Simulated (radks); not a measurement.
Numerical settings for neutral terbium, [Xe] 4f9 6s2. Method: Dirac Kohn-Sham, BLYP, spin-unpolarised, spherical densities, point nucleus; open shells fill j = l - 1/2 first; computed with a radial shooting solver on a logarithmic mesh with Libxc functionals. The defaults (mesh step 0.008 in ln r, mesh end at 40 bohr or more with all orbitals vanishing there, Anderson mixing 0.5 over 9 steps, residual threshold near 1e-9 with the energy settled to 1e-9 hartree or 1e-11 of itself, here a cap of 65 iterations) give E = -11719.7690 hartree and 4f7/2 at -2.319 eV in 17 iterations. Run on one thread of a shared host, so times are rough (Arm Neoverse V2): 0.19 s of CPU time, 0.19 s wall, 17 iterations on 2728 mesh points. Changes against that run (0 stands for a change within the tolerance of the run):

[
 {"setting": "mesh step in ln r 0.03", "iterations": "17", "converged": "yes", "E (mhartree)": "+0.00469", "e(4f7/2) (meV)": "0", "CPU (s)": "0.06"},
 {"setting": "mesh step in ln r 0.02", "iterations": "17", "converged": "yes", "E (mhartree)": "+0.000409", "e(4f7/2) (meV)": "0", "CPU (s)": "0.08"},
 {"setting": "mesh step in ln r 0.005", "iterations": "17", "converged": "yes", "E (mhartree)": "0", "e(4f7/2) (meV)": "0", "CPU (s)": "0.3"},
 {"setting": "mesh end (bohr) 1", "iterations": "13", "converged": "level above zero", "E (mhartree)": "+3.47e+05", "e(4f7/2) (meV)": "+4.04e+05", "CPU (s)": "0.25"},
 {"setting": "mesh end (bohr) 5", "iterations": "14", "converged": "level above zero", "E (mhartree)": "+307", "e(4f7/2) (meV)": "+4.24e+03", "CPU (s)": "0.15"},
 {"setting": "residual threshold 1e-13", "iterations": "26", "converged": "yes", "E (mhartree)": "0", "e(4f7/2) (meV)": "0", "CPU (s)": "0.24"},
 {"setting": "residual threshold 1e-16", "iterations": "65", "converged": "no", "E (mhartree)": "0", "e(4f7/2) (meV)": "0", "CPU (s)": "0.38"},
 {"setting": "mixing 2.5", "iterations": "17", "converged": "yes", "E (mhartree)": "0", "e(4f7/2) (meV)": "0", "CPU (s)": "0.19"},
 {"setting": "linear mixing, mixing 0.8", "iterations": "65", "converged": "no", "E (mhartree)": "+4.06e+04", "e(4f7/2) (meV)": "-2.59e+05", "CPU (s)": "1.9"},
 {"setting": "linear mixing, mixing 1", "iterations": "65", "converged": "no", "E (mhartree)": "+1.78e+05", "e(4f7/2) (meV)": "-1.01e+06", "CPU (s)": "2.8"},
 {"setting": "mixing history 20", "iterations": "25", "converged": "yes", "E (mhartree)": "0", "e(4f7/2) (meV)": "0", "CPU (s)": "0.25"},
 {"setting": "iteration cap 5", "iterations": "5", "converged": "no", "E (mhartree)": "+2.21", "e(4f7/2) (meV)": "-597", "CPU (s)": "0.08"}
]

Settled on a wrong energy, with an occupied level pushed above zero by the early mesh end: mesh end (bohr) 1 (+347 hartree); mesh end (bohr) 5 (+0.307 hartree). Apart from these: no run marked as converged misses the energy by more than 1 mhartree. A mesh that ends early acts as a hard wall.
